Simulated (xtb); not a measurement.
xtb input (GFN2-xTB):

```bash
xtb mol.xyz --gfn 2 --ohess tight --chrg 1 --uhf 0
```
mol.xyz:
```
10

Si    -0.10258296    -0.03325235     0.17139547
O      1.05615095    -0.14071866    -1.09943555
O     -1.68118708     0.12818627    -0.43185743
O      0.00672322    -1.51840894     1.07297390
O      0.27317698     1.26058178     1.25093142
H      1.94339417    -0.22173327    -0.62525085
H     -2.30209394     0.14049237     0.38361639
H     -0.20785345    -2.22540001     0.46202594
H      0.20049415     2.09083976     0.60925247
H      0.91039786     0.57903961    -1.84448635
```

Output:

```
           -------------------------------------------------
          |                Calculation Setup                |
           -------------------------------------------------

           -------------------------------------------------
          |                 G F N 2 - x T B                 |
           -------------------------------------------------

        Reference                      10.1021/acs.jctc.8b01176
      * Hamiltonian:
        H0-scaling (s, p, d)           1.850000    2.230000    2.230000
        zeta-weighting                 0.500000
      * Dispersion:
        s8                             2.700000
        a1                             0.520000
        a2                             5.000000
        s9                             5.000000
      * Repulsion:
        kExp                           1.500000    1.000000
        rExp                           1.000000
      * Coulomb:
        alpha                          2.000000
        third order                    shell-resolved
        anisotropic                    true
        a3                             3.000000
        a5                             4.000000
        cn-shift                       1.200000
        cn-exp                         4.000000
        max-rad                        5.000000

          ...................................................
          :                      SETUP                      :
          :.................................................:
          :  # basis functions                  31          :
          :  # atomic orbitals                  30          :
          :  # shells                           16          :
          :  # electrons                        32          :
          :  max. iterations                   250          :
          :  Hamiltonian                  GFN2-xTB          :
          :  restarted?                      false          :
          :  GBSA solvation                  false          :
          :  PC potential                    false          :
          :  electronic temp.          300.0000000     K    :
          :  accuracy                    1.0000000          :
          :  -> integral cutoff          0.2500000E+02      :
          :  -> integral neglect         0.1000000E-07      :
          :  -> SCF convergence          0.1000000E-05 Eh   :
          :  -> wf. convergence          0.1000000E-03 e    :
          :  Broyden damping             0.4000000          :
          :  net charge                          1          :
          :  unpaired electrons                  0          :
          ...................................................

 iter      E             dE          RMSdq      gap      omega  full diag
   1    -20.1687577 -0.201688E+02  0.681E+00    9.92       0.0  T
   2    -20.2608487 -0.920909E-01  0.437E+00    7.81       1.0  T
   3    -20.2695396 -0.869089E-02  0.276E+00    7.61       1.0  T
   4    -20.2570254  0.125142E-01  0.192E+00    6.83       1.0  T
   5    -20.2718916 -0.148662E-01  0.603E-01    7.48       1.0  T
   6    -20.2749734 -0.308186E-02  0.181E-01    7.30       1.0  T
[...]
     1  14 Si       4   8 O                                       1.5842011
     1  14 Si       5   8 O                                       1.5856793
     2   8 O        6   1 H                                       0.9680095
     3   8 O        7   1 H                                       0.9543099 (min)
     4   8 O        8   1 H                                       0.9559730
     5   8 O        9   1 H                                       0.9554147
     2   8 O       10   1 H                                       0.9691396

 * 2 distinct bonds (by element types)

   Z      Z             #   av. dist./Å        max./Å        min./Å
   1 H    8 O           5     0.9605693     0.9691396     0.9543099
   8 O   14 Si          3     1.5868080     1.5905437     1.5842011

           -------------------------------------------------
          |               Frequency Printout                |
           -------------------------------------------------
 projected vibrational frequencies (cm⁻¹)
eigval :       -0.00    -0.00    -0.00     0.00     0.00     0.00
eigval :       69.41    94.38   186.84   240.12   266.11   279.02
eigval :      306.96   323.35   356.53   421.82   527.01   655.40
eigval :      728.23   731.84   752.37   870.45  1089.80  1106.73
eigval :     1387.39  3430.19  3449.32  3614.37  3625.88  3648.48
 reduced masses (amu)
   1: 16.94   2: 17.47   3: 15.25   4: 16.76   5: 14.56   6: 17.24   7:  5.08   8:  6.45
   9: 11.01  10: 12.02  11: 15.00  12: 14.38  13:  7.47  14: 14.83  15:  5.74  16: 13.40
  17:  4.05  18:  3.47  19:  3.20  20:  3.72  21:  4.49  22: 14.92  23: 20.97  24: 21.34
  25:  2.21  26:  2.06  27:  1.64  28:  1.90  29:  1.90  30:  1.91
 IR intensities (km·mol⁻¹)
   1:  9.20   2:  8.01   3:  2.77   4:  2.02   5:  1.84   6:  9.26   7: 57.29   8: 43.41
   9: 90.02  10: 66.15  11: 37.05  12:  6.99  13: 95.22  14: 51.06  15: 40.41  16:342.80
  17:345.63  18: 25.38  19:336.73  20:158.82  21:357.49  22: 48.24  23:316.29  24:364.94
  25:193.40  26:168.39  27:107.98  28:171.85  29:148.87  30:141.08
 Raman intensities (Ä⁴*amu⁻¹)
   1:  0.00   2:  0.00   3:  0.00   4:  0.00   5:  0.00   6:  0.00   7:  0.00   8:  0.00
   9:  0.00  10:  0.00  11:  0.00  12:  0.00  13:  0.00  14:  0.00  15:  0.00  16:  0.00
  17:  0.00  18:  0.00  19:  0.00  20:  0.00  21:  0.00  22:  0.00  23:  0.00  24:  0.00
  25:  0.00  26:  0.00  27:  0.00  28:  0.00  29:  0.00  30:  0.00
 output can be read by thermo (or use thermo option).
 writing <g98.out> molden fake output.
 recommended (thermochemical) frequency scaling factor: 1.0
           -------------------------------------------------
          |             Thermodynamic Functions             |
           -------------------------------------------------

c1  symmetry found (for desy threshold:  0.10E+00) used in thermo

          ...................................................
          :                      SETUP                      :
          :.................................................:
          :  # frequencies                          24      :
          :  # imaginary freq.                       0      :
          :  linear?                             false      :
          :  only rotor calc.                    false      :
          :  symmetry                               c1      :
          :  rotational number                       1      :
          :  scaling factor                  1.0000000      :
          :  rotor cutoff                   50.0000000 cm⁻¹ :
          :  imag. cutoff                  -20.0000000 cm⁻¹ :
          :.................................................:

    mode    ω/cm⁻¹     T·S(HO)/kcal·mol⁻¹    T·S(FR)/kcal·mol⁻¹   T·S(vib)
   ------------------------------------------------------------------------
       1     69.41    -1.24327 ( 78.79%)    -0.95883 ( 21.21%)    -1.18293
Note: The following floating-point exceptions are signalling: IEEE_UNDERFLOW_FLAG IEEE_DENORMAL
normal termination of xtb
       2     94.38    -1.06355 ( 92.70%)    -0.86794 (  7.30%)    -1.04926
       3    186.84    -0.67350 ( 99.49%)    -0.66583 (  0.51%)    -0.67346
       4    240.12    -0.53727 ( 99.81%)    -0.59156 (  0.19%)    -0.53737
       5    266.11    -0.48339 ( 99.88%)    -0.56112 (  0.12%)    -0.48349
       6    279.02    -0.45906 ( 99.90%)    -0.54710 (  0.10%)    -0.45915
   ------------------------------------------------------------------------

   temp. (K)  partition function   enthalpy   heat capacity  entropy
                                   cal/mol     cal/K/mol   cal/K/mol   J/K/mol
 298.15  VIB   128.                 3596.196     22.596     21.460
         ROT  0.116E+06              888.752      2.981     26.161
         INT  0.149E+08             4484.949     25.577     47.620
         TR   0.926E+27             1481.254      4.968     39.613
         TOT                        5966.2025    30.5449    87.2334   364.9843

       T/K    H(0)-H(T)+PV         H(T)/Eh          T*S/Eh         G(T)/Eh
   ------------------------------------------------------------------------
    298.15    0.950775E-02    0.736655E-01    0.414474E-01    0.322181E-01
   ------------------------------------------------------------------------

         :::::::::::::::::::::::::::::::::::::::::::::::::::::
         ::                  THERMODYNAMIC                  ::
         :::::::::::::::::::::::::::::::::::::::::::::::::::::
         :: total free energy         -20.246853964058 Eh   ::
         ::.................................................::
         :: total energy              -20.279072110038 Eh   ::
         :: zero point energy           0.064157776774 Eh   ::
         :: G(RRHO) w/o ZPVE           -0.031939630794 Eh   ::
         :: G(RRHO) contrib.            0.032218145980 Eh   ::
         :::::::::::::::::::::::::::::::::::::::::::::::::::::

optimized geometry written to: xtbopt.xyz

           -------------------------------------------------
          | TOTAL ENERGY              -20.279072110038 Eh   |
          | TOTAL ENTHALPY            -20.205406584357 Eh   |
          | TOTAL FREE ENERGY         -20.246853964058 Eh   |
          | GRADIENT NORM               0.000412479635 Eh/α |
          | HOMO-LUMO GAP               9.117200056898 eV   |
           -------------------------------------------------

------------------------------------------------------------------------
------------------------------------------------------------------------
 total:
 SCF:
 ANC optimizer:
 analytical hessian:
```

It need not be the lowest isomer of its formula.
